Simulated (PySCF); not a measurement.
PySCF input (BP86/6-31G* with LANL2DZ past Ar (5d)):

```python
from pyscf import gto, dft

mol = gto.M(
    atom='''
    Al   -0.00000000   -0.00000000   -2.06753600
    I     0.00000000    0.00000000    0.50713100
    ''',
    basis={'default': '6-31g*', 'I': 'lanl2dz'},
    ecp={'I': 'lanl2dz'},
    charge=0,
    spin=0,
    verbose=4,
)

mf = dft.RKS(mol, xc='bp86')
mf.grids.level = 3
mf.conv_tol = 1e-9
mf.max_cycle = 100
mf.max_memory = 1500
mf.kernel()
if not mf.converged:
    mf = mf.newton()
    mf.kernel(mf.make_rdm1())
mf.dip_moment()
```

Output:

```
PySCF version 2.14.0

[INPUT] verbose = 4
[INPUT] num. atoms = 2
[INPUT] num. electrons = 20
[INPUT] charge = 0
[INPUT] spin (= nelec alpha-beta = 2S) = 0
[INPUT] symmetry False subgroup None
[INPUT] Mole.unit = angstrom
[INPUT] Symbol           X                Y                Z      unit          X                Y                Z       unit  Magmom
[INPUT]  1 Al     0.000000000000   0.000000000000  -2.067536000000 AA    0.000000000000   0.000000000000  -3.907076792679 Bohr   0.0
[INPUT]  2 I      0.000000000000   0.000000000000   0.507131000000 AA    0.000000000000   0.000000000000   0.958338699277 Bohr   0.0

nuclear repulsion = 18.7034386170017
number of shells = 12
number of NR pGTOs = 63
number of NR cGTOs = 26
basis = {'default': '6-31g*', 'I': 'lanl2dz'}
ecp = {'I': 'lanl2dz'}

******** <class 'pyscf.dft.rks.RKS'> ********
method = RKS
initial guess = minao
damping factor = 0
level_shift factor = 0
DIIS = <class 'pyscf.scf.diis.CDIIS'>
diis_start_cycle = 1
diis_space = 8
diis_damp = 0
SCF conv_tol = 1e-09
SCF conv_tol_grad = None
SCF max_cycles = 100
direct_scf = True
direct_scf_tol = 1e-13
XC library pyscf.dft.libxc version 7.1.2
    S. Lehtola, C. Steigemann, M. J. T. Oliveira, and M. A. L. Marques,  SoftwareX 7, 1–5 (2018)
XC functionals = bp86
    A. D. Becke,  Phys. Rev. A 38, 3098 (1988)
    J. P. Perdew,  Phys. Rev. B 33, 8822 (1986)
    J. P. Perdew,  Phys. Rev. B 34, 7406–7406 (1986)
radial grids:
    Treutler-Ahlrichs [JCP 102, 346 (1995); DOI:10.1063/1.469408] (M4) radial grids

becke partition: Becke, JCP 88, 2547 (1988); DOI:10.1063/1.454033
pruning grids: <function nwchem_prune>
grids dens level: 3
symmetrized grids: False
atomic radii adjust function: <function treutler_atomic_radii_adjust>
small_rho_cutoff = 0
Set gradient conv threshold to 3.16228e-05
Initial guess from minao.
tot grids = 41144
init E= -250.604144999833
  HOMO = -0.112824658771455  LUMO = -0.0376507027698934  gap/eV = 2.04559
cycle= 1 E= -252.64178198616  delta_E= -2.04  |g|= 1.48  |ddm|= 3.74
  HOMO = -0.103627419587031  LUMO = -0.00659343093905648  gap/eV = 2.64043
cycle= 2 E= -252.657089072856  delta_E= -0.0153  |g|= 1.19  |ddm|= 8.83
  HOMO = -0.239150619099878  LUMO = -0.123963630983471  gap/eV = 3.13440
cycle= 3 E= -253.892421558384  delta_E= -1.24  |g|= 0.0743  |ddm|= 8.31
  HOMO = -0.214646364643764  LUMO = -0.0936194123010426  gap/eV = 3.29331
cycle= 4 E= -253.894547458548  delta_E= -0.00213  |g|= 0.037  |ddm|= 0.307
  HOMO = -0.223604432445484  LUMO = -0.103192765054186  gap/eV = 3.27657
cycle= 5 E= -253.895326104097  delta_E= -0.000779  |g|= 0.00433  |ddm|= 0.106
  HOMO = -0.223634028461987  LUMO = -0.102873075332992  gap/eV = 3.28607
cycle= 6 E= -253.895338630856  delta_E= -1.25e-05  |g|= 0.000773  |ddm|= 0.0124
  HOMO = -0.223498751795594  LUMO = -0.102757771944427  gap/eV = 3.28553
cycle= 7 E= -253.89533914067  delta_E= -5.1e-07  |g|= 0.000106  |ddm|= 0.00278
  HOMO = -0.223533916215114  LUMO = -0.102784563796388  gap/eV = 3.28576
cycle= 8 E= -253.895339149513  delta_E= -8.84e-09  |g|= 6.95e-06  |ddm|= 0.000386
  HOMO = -0.223532963717588  LUMO = -0.102783931061377  gap/eV = 3.28575
cycle= 9 E= -253.895339149539  delta_E= -2.68e-11  |g|= 1.77e-06  |ddm|= 1.17e-05
  HOMO = -0.223533300365032  LUMO = -0.102784498699041  gap/eV = 3.28574
Extra cycle  E= -253.895339149534  delta_E= 5.63e-12  |g|= 3.4e-06  |ddm|= 1.1e-05
converged SCF energy = -253.895339149534
Dipole moment(X, Y, Z, Debye): -0.00000, -0.00000, -2.14272
```

The geometry given is a B3LYP-D3(BJ)/def2-TZVP minimum.
